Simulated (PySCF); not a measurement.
```xyz
3
charge 1 multiplicity 3, angstrom
Au    0.0000    0.0000    0.0000
Cl    2.1894    0.0000    0.0000
Cl   -2.1894    0.0000    0.0000
```

These are results of UPBE0 in PySCF with Au def2-SVP with ECP60, Cl def2-SVP; scalar-relativistic core potentials, no spin–orbit coupling; density-fitted integrals, not measurements.

This geometry of AuCl₂⁺ is a stationary point at this level.

(1) What is the point group?

(2) Is it a minimum?

(3) Which band is strongest in the infrared?

(4) What are the dipole moment and the gap between the highest occupied and lowest empty levels of either spin?

Answers

(1) D∞h.

(2) Yes: all harmonic wavenumbers are real.

(3) 424 cm⁻¹ (σu+), 2 km/mol.

(4) 0.00 D about the centre of mass and 2.56 eV.

This need not be the most stable arrangement of these atoms. Other spin states or occupations of the open shell can lie lower. Spin–orbit coupling, left out here, can matter for elements this heavy.
